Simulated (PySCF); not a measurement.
**MH₄ across the 4d metals**

Level: PBE0, basis family def2-TZVP, scalar-relativistic core potentials from Rb on and no relativity for lighter atoms.

Each entry is the lowest minimum that a search over a few typed start shapes (and spin states, where more than one is plausible) found, or that minimum re-optimised at the stated level; isomers with ligand–ligand bonds, or fragments after loss of a ligand pair, can lie lower. Open shells are unrestricted; no spin–orbit coupling; PySCF with density fitting.

**Question.** Order by mean bond length to the first atom of the formula (for M2X and M3X the non-metal), shortest first (Å).
A. ZrH₄
B. NbH₄
C. MoH₄
D. RuH₄

**Answer.** D (1.530), C (1.686), B (1.758), A (1.844).

**Question.** Give point groups and multiplicities.

**Answer.** ZrH₄ Td singlet, NbH₄ D2d doublet, MoH₄ Td triplet, RuH₄ C4v singlet.

The bond shortens at every step; the largest change, -0.156 Å, falls between MoH₄ and RuH₄ among the members listed.

The shape changes along the series: Td for ZrH₄; D2d for NbH₄; Td for MoH₄; C4v for RuH₄.

Left out of the table are members whose search was unfinished or whose lowest solution was spin-contaminated, unstable, very soft or bonded differently.

Open d and f shells are single-determinant solutions and may miss the true ground state.
